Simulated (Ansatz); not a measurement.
KH$_{2}$Te (charge +1), singlet: a pair in one relaxed arrangement.

in.yaml

```yaml
crystal:
  periodic: [false, false, false]
  atoms:
    - {symbol: K, position_ang: [0.267598, 0.029825, -2.791086]}
    - {symbol: Te, position_ang: [-0.150116, 0.741938, 0.740966]}
    - {symbol: H, position_ang: [-1.223836, -0.508651, 0.912018]}
    - {symbol: H, position_ang: [1.106254, -0.263012, 1.138101]}
basis:
  gaussian: {orbitals: "def2-TZVPPD.json"}
total_charge: 1
hamiltonian: {xc: r2scan, dispersion: d4}
```

The basis file named in the input lies beside it (Basis Set Exchange, JSON).

Command:

```bash
ansatz run in.yaml --threads 2 --pin off --events-out ev --progress --plain --max-ram 5222MiB
```

Output of Ansatz 0.2.0:

```
Functional definition: r2SCAN
  name "r2SCAN"
  cite "Furness, Kaplan, Ning, Perdew & Sun, J. Phys. Chem. Lett. 11, 8208 (2020) doi:10.1021/acs.jpclett.0c02405"
  cite "Furness, Kaplan, Ning, Perdew & Sun, J. Phys. Chem. Lett. 11, 9248 (2020) doi:10.1021/acs.jpclett.0c03077"
  parent r2scan
  parameter k0 = 0.174
  parameter k1 = 0.065
  parameter a1 = 4.9479
  exchange = r2scan_x(k0 = k0, k1 = k1, a1 = a1)
  correlation = r2scan_c
897 factors; their error is unknown
mean field evaluation 1: about -23645.9395 eV, gradient 2.6e1 eV
mean field evaluation 2: about -23646.4470 eV, gradient 3.0e1 eV
mean field evaluation 4: about -23647.9262 eV, gradient 8.8e-1 eV
mean field evaluation 8: about -23647.9049 eV, gradient 2.7e-2 eV
mean field -23647.90494739 eV, -869.0444776910 hartree, gradient 4.0e-5 eV, S^2 0.000000; 0 other end points of the search recorded, 0 dependent functions left out
reference -23647.90496229 eV, -869.0444782385 hartree; 22, 22 occupied and 107, 107 virtual orbitals, 897 factors
Total energy: -23647.91590160 eV, -869.0448802507 hartree
```

The run took about 3.3 s on 2 CPU threads of an Arm Neoverse V2 (shared host).
